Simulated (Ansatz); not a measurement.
Reaction (alkene loss): `CC(C)[NH][Zr]([Cl])([Cl])[Cl]` → `[NH2][Zr]([Cl])([Cl])[Cl]` + propene

Gas-phase electronic energies from Ansatz, PBE0-D4/def2-TZVP geometries. CBS: MP2 limit from def2 TZ/QZ plus the TZ coupled-cluster correction, frozen cores. Functionals use def2-TZVPP. B3LYP here is the variant with VWN-RPA as its local correlation; programs differ in this. Elements past krypton have def2 core potentials. For Zr outer-core shells are correlated without core-valence functions, which leaves a few kJ/mol of doubt a bond. Each species was taken in one conformer, which may not be the lowest.

```tsv
level	ΔE (kJ/mol)	difference from CCSD(T)/CBS
r2SCAN-D4	92.4	0.7
B97M-V	87.2	-4.5
B3LYP-D4	80.6	-11.1
r2SCANh-D4	95.2	3.5
PBE-QIDH	104.2	12.5
PBE0	85.9	-5.8
B3LYP	53.8	-37.9
BHLYP	68.4	-23.3
CCSD/def2-SVP	108.5	16.8
SCS-MP2/def2-TZVPP	92.8	1.1
CCSD(T)/CBS	91.7	0
```

Largest T1 diagnostic among the species: 0.015.

At CCSD(T), def2-SVP lies +20.6 kJ/mol from the extrapolated value and def2-TZVPP +2.6 kJ/mol. In def2-TZVPP, CCSD(T) changes the Hartree–Fock value by +46.7 kJ/mol (the triples alone add +5.2 kJ/mol) and MP2 by +59.0 kJ/mol. From PBE to PBE0 (25 % exact exchange), in def2-TZVPP and without D4, ΔE moves by +10.9 kJ/mol.
